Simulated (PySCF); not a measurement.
These 3 structures share the formula C3H8OSSi. Computed with PySCF 2.14.0, PBE0-D3(BJ)/def2-SVP geometry optimisation, gas phase. One conformer each; no zero-point energy, no entropy. No frequencies were run at this level. Point groups hold within 0.08 Å.

Task: Rank from lowest to highest electronic energy at this level (kcal/mol).
A. `[CH2:1]=[CH:2][O:3][SiH2:4][S:5][CH3:6]` with C1–C2–O3–Si4 -1°, C2–O3–Si4–S5 180°, O3–Si4–S5–C6 -179°
B. `[CH3:1][S:2]/[CH:3]=[CH:4]/[O:5][SiH3:6]` with C1–S2–C3–C4 -1°, C3–C4–O5–Si6 -2°
C. `[CH3:1][C:2](=[S:3])[CH2:4][O:5][SiH3:6]` with C1–C2–C4–O5 -5°, C2–C4–O5–Si6 180°

Result: A (0.0), C (16.1), B (21.1).

```
        SMILES      E (Eh)  E rel (kcal/mol)  dipole (D)  point group       A, B, C (MHz)
  C=CO[SiH2]SC  -881.22940               0.0        1.87           Cs   8325, 1010, 915.6
CC(=S)CO[SiH3]  -881.20377              16.1        2.40      near Cs  6433, 945.6, 841.3
CS/C=C/O[SiH3]  -881.19575              21.1        0.63      near Cs  7273, 907.4, 819.0
```
